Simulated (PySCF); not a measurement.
C2H9NOSi2, SMILES C[SiH2]/N=C\[SiH2]O. Geometry optimised at PBE-D3(BJ)/def2-SVP. The structure was generated by enumeration; whether it is a known compound was not checked. The values are those of a single conformer.

Computed equilibrium geometry at PBE-D3(BJ)/def2-SVP (PySCF confirms it by a frequency run) as a Z-matrix (one conformer of several):
```
Si
N 1 1.7681
C 2 1.2808 1 131.42
H 3 1.1251 2 116.96 1 -178.23
H 1 1.5002 2 106.42 3 -148.32
H 1 1.5274 5 105.88 2 -122.17
C 1 1.8802 5 111.96 6 -119.48
H 7 1.1081 1 110.39 5 -66.80
H 7 1.1084 8 108.76 1 119.67
H 7 1.1086 8 108.55 9 118.32
Si 3 1.9227 4 116.02 2 -178.51
O 11 1.6844 3 110.08 4 155.11
H 12 0.9774 11 114.38 3 66.65
H 11 1.5000 12 106.66 13 -174.87
H 11 1.5100 14 109.35 12 -122.21
```
Charge 0, spin multiplicity 1.
